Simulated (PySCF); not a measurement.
Radial density of Re (rhenium, neutral)

UHF, [Xe] 4f14 5d6 6s1, high-spin 6D determinant (an excited configuration). Calculation: PySCF 2.14, in ANO-RCC-VTZP; the spin-free X2C one-electron Hamiltonian (Gaussian nucleus).

```json
{"r (bohr)": "0.0193", "4πr²ρ (e/bohr)": "92.85", "4πr²(ρα − ρβ)": "-0.0049"}
{"r (bohr)": "0.0324", "4πr²ρ (e/bohr)": "102.8", "4πr²(ρα − ρβ)": "-0.0029"}
{"r (bohr)": "0.0545", "4πr²ρ (e/bohr)": "138.6", "4πr²(ρα − ρβ)": "0.0485"}
{"r (bohr)": "0.0916", "4πr²ρ (e/bohr)": "107.6", "4πr²(ρα − ρβ)": "0.1718"}
{"r (bohr)": "0.154", "4πr²ρ (e/bohr)": "127.1", "4πr²(ρα − ρβ)": "0.0810"}
{"r (bohr)": "0.259", "4πr²ρ (e/bohr)": "69.39", "4πr²(ρα − ρβ)": "0.0165"}
{"r (bohr)": "0.436", "4πr²ρ (e/bohr)": "78.14", "4πr²(ρα − ρβ)": "0.2532"}
{"r (bohr)": "0.733", "4πr²ρ (e/bohr)": "28.84", "4πr²(ρα − ρβ)": "0.1606"}
{"r (bohr)": "1.23", "4πr²ρ (e/bohr)": "12.87", "4πr²(ρα − ρβ)": "2.2506"}
{"r (bohr)": "2.07", "4πr²ρ (e/bohr)": "3.668", "4πr²(ρα − ρβ)": "2.0042"}
{"r (bohr)": "3.49", "4πr²ρ (e/bohr)": "0.7890", "4πr²(ρα − ρβ)": "0.5973"}
{"r (bohr)": "5.87", "4πr²ρ (e/bohr)": "0.05706", "4πr²(ρα − ρβ)": "0.0480"}
{"r (bohr)": "9.87", "4πr²ρ (e/bohr)": "0.0003931", "4πr²(ρα − ρβ)": "0.0004"}
```

Densities and radii are taken from the X2C orbitals without a picture-change correction, which distorts them close to the nucleus.

Spin-orbit coupling, absent here, splits the open shell strongly.

Problem. Where is the radial spin density 4πr²(ρα − ρβ) most negative, and why is it negative at all?

Solution. Around r = 0.0193 bohr, down to -0.0049 e/bohr: exchange with the open shell polarises the paired shells in an unrestricted calculation.
